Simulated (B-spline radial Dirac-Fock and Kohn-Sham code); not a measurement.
# X-ray lines that fill the L2 vacancy in Eu³⁺

System: Eu³⁺, configuration [Xe] 4f6, inside a Watson sphere of charge -3 and radius 1.6 Å (a model of the Madelung potential; inside it an electron's potential energy is raised by 27.0 eV).

Level of theory: independent-particle radiative and Coulomb Auger rates from relativistic LDA hole-state orbitals, with Dirac-Fock energies; a radial finite-basis atomic code.

```tsv
line	multipole	energy (eV)	rate (s⁻¹)	share (%)
L2-M1	E1	5810.5	2.02e+13	2.15
L2-M3	E2	6132.4	4.63e+11	0.0490
L2-M4	E1	6455.9	7.81e+14	82.7
L2-N1	E1	7245.1	4.90e+12	0.520
L2-N4	E1	7473.1	1.36e+14	14.4
L2-O1	E1	7573.9	9.05e+11	0.0959
```

The listed lines hold 100.0 % of the radiative rate. The radiative width is 0.621 eV in the length form and 0.633 eV in the velocity form; the two differ because the transition energies are not eigenvalue differences of the potential that gave the orbitals.

Values without a named source are computed, but for edge energies of neutral atoms, which are taken from tables.
